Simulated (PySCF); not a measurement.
Cl3La, charge +1, doublet, at a GFN2-xTB geometry (such geometries of metal compounds can be far from the true shape) (the multiplicity is a formal guess) (core potentials on La). Base run: PySCF with SVWN5/def2-SV(P).

Input for PySCF:
```python
from pyscf import gto, scf, dft

mol = gto.Mole()
mol.atom = '''
    La    0.107624   -0.300283   -0.770851
    Cl   -1.965824   -0.743943    0.618337
    Cl    0.203236    2.019036    0.453968
    Cl    1.401731   -0.268260    1.512311
'''
mol.basis = 'def2-sv(p)'
mol.ecp = {'La': 'def2-sv(p)'}
mol.charge = 1
mol.spin = 1
mol.verbose = 4
mol.build()

mf = dft.UKS(mol)
mf.xc = 'lda,vwn'
mf.kernel()
```

Each row names what was changed in the base input (with any setting that the change needs).

| change | ΔE vs base (mEh) | SCF cycles | <S^2> | outcome |
|---|---|---|---|---|
| base | 0.000 | 12 | 0.752 | converged |
| conv_tol = 1e-7 | 0.000 | 11 | 0.752 | converged |
| conv_tol = 1e-11 | 0.000 | 14 | 0.752 | converged |
| init_guess = mod_huckel | 0.000 | 22 | 0.752 | converged |
| level_shift = 1.0 (with mf.max_cycle = 100) | - | 100 | - | not converged |
| conv_tol = 1e-12 | 0.000 | 20 | 0.752 | converged |
| DIIS = EDIIS | - | 50 | - | not converged |
| diis = off (with mf.max_cycle = 100) | - | 100 | - | not converged |
| conv_tol_grad = 1e-3 | 0.000 | 12 | 0.752 | converged |
| conv_tol_grad = 1e-7 | 0.000 | 16 | 0.752 | converged |
| diis_space = 12 | 0.000 | 12 | 0.752 | converged |
| diis_space = 2 | - | 50 | - | not converged |
| conv_tol = 1e-4 | 0.004 | 8 | 0.752 | converged |

Open shells are given as the SCF converged; they aren't shown to be the lowest states, and a large step between rows can be another state.
